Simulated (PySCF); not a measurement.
Below is a simulated gas-phase C 1s photoelectron spectrum of `C[SiH2]/C=C(/[SiH3])C(F)(F)F`.

Every computed line was given a Gaussian of 1.0 eV full width at half maximum and an area set by the number of equivalent atoms; the highest printed point is 100. Theory: PySCF 2.14.0, delta-SCF UKS SCAN, pcX-2 on the ionised atom, pcseg-1 elsewhere, spin-free X2C.

```json
{"binding energy (eV)": "288.8", "intensity": "0"}
{"binding energy (eV)": "289.0", "intensity": "0"}
{"binding energy (eV)": "289.2", "intensity": "2"}
{"binding energy (eV)": "289.4", "intensity": "6"}
{"binding energy (eV)": "289.6", "intensity": "15"}
{"binding energy (eV)": "289.8", "intensity": "31"}
{"binding energy (eV)": "290.0", "intensity": "55"}
{"binding energy (eV)": "290.2", "intensity": "80"}
{"binding energy (eV)": "290.4", "intensity": "98"}
{"binding energy (eV)": "290.6", "intensity": "100"}
{"binding energy (eV)": "290.8", "intensity": "85"}
{"binding energy (eV)": "291.0", "intensity": "61"}
{"binding energy (eV)": "291.2", "intensity": "36"}
{"binding energy (eV)": "291.4", "intensity": "18"}
{"binding energy (eV)": "291.6", "intensity": "7"}
{"binding energy (eV)": "291.8", "intensity": "2"}
{"binding energy (eV)": "292.0", "intensity": "1"}
{"binding energy (eV)": "292.2", "intensity": "0"}
{"binding energy (eV)": "292.4", "intensity": "0"}
{"binding energy (eV)": "292.6", "intensity": "0"}
{"binding energy (eV)": "292.8", "intensity": "0"}
{"binding energy (eV)": "293.0", "intensity": "0"}
{"binding energy (eV)": "293.2", "intensity": "0"}
{"binding energy (eV)": "293.4", "intensity": "0"}
{"binding energy (eV)": "293.6", "intensity": "0"}
{"binding energy (eV)": "293.8", "intensity": "0"}
{"binding energy (eV)": "294.0", "intensity": "0"}
{"binding energy (eV)": "294.2", "intensity": "0"}
{"binding energy (eV)": "294.4", "intensity": "0"}
{"binding energy (eV)": "294.6", "intensity": "0"}
{"binding energy (eV)": "294.8", "intensity": "0"}
{"binding energy (eV)": "295.0", "intensity": "0"}
{"binding energy (eV)": "295.2", "intensity": "0"}
{"binding energy (eV)": "295.4", "intensity": "0"}
{"binding energy (eV)": "295.6", "intensity": "0"}
{"binding energy (eV)": "295.8", "intensity": "0"}
{"binding energy (eV)": "296.0", "intensity": "0"}
{"binding energy (eV)": "296.2", "intensity": "0"}
{"binding energy (eV)": "296.4", "intensity": "0"}
{"binding energy (eV)": "296.6", "intensity": "0"}
{"binding energy (eV)": "296.8", "intensity": "1"}
{"binding energy (eV)": "297.0", "intensity": "2"}
{"binding energy (eV)": "297.2", "intensity": "6"}
{"binding energy (eV)": "297.4", "intensity": "12"}
{"binding energy (eV)": "297.6", "intensity": "22"}
{"binding energy (eV)": "297.8", "intensity": "32"}
{"binding energy (eV)": "298.0", "intensity": "37"}
{"binding energy (eV)": "298.2", "intensity": "35"}
{"binding energy (eV)": "298.4", "intensity": "26"}
{"binding energy (eV)": "298.6", "intensity": "15"}
{"binding energy (eV)": "298.8", "intensity": "7"}
{"binding energy (eV)": "299.0", "intensity": "3"}
{"binding energy (eV)": "299.2", "intensity": "1"}
{"binding energy (eV)": "299.4", "intensity": "0"}
```

Problem. How many maxima does the curve show, and how many computed lines lie under it?

Solution. The curve has 2 maxima (at 290.5 and 298.0 eV). Under it lie 4 lines from 4 inequivalent carbon sites. At this width some lines have no maximum of their own.

Problem. Decompose the envelope and assign each component. Numbering: `[CH3:1][SiH2:2]/[CH:3]=[C:4](/[SiH3:5])[C:6]([F:7])([F:8])[F:9]`.

Solution. 
| position (eV) | relative area | line | atoms | environment |
| --- | --- | --- | --- | --- |
| 290.28 | 1 | C 1s | C1 | Si-methyl carbon |
| 290.52 | 1 | C 1s | C3 | alkene CH carbon |
| 290.76 | 1 | C 1s | C4 | fully substituted alkene carbon |
| 298.03 | 1 | C 1s | C6 | CF3 carbon |

The listed C 1s values span 7.75 eV, from C1 (bonded to 3 H and Si) to C6 (bonded to 3 F and C). Summing the Pauling electronegativity differences to the bonded atoms, each weighted by its formal bond order, gives -1.70 for the lowest site and +4.29 for the highest; no listed site has a larger sum than the highest.

No satellites, vibrations or lifetime broadening are included. The structure is a single PBE0-D3(BJ)/def2-SVP conformer in the gas phase; no vibrational or solvent corrections.

Hardware: an Arm Neoverse N1 with one thread, on a shared host. Cost: 5.2 min, 0.69 GiB resident at most.

Shape of the structure used: `[CH3:1][SiH2:2]/[CH:3]=[C:4](/[SiH3:5])[C:6]([F:7])([F:8])[F:9]`: C1–Si2–C3–C4 -84°, C3–C4–C6–F7 31°.
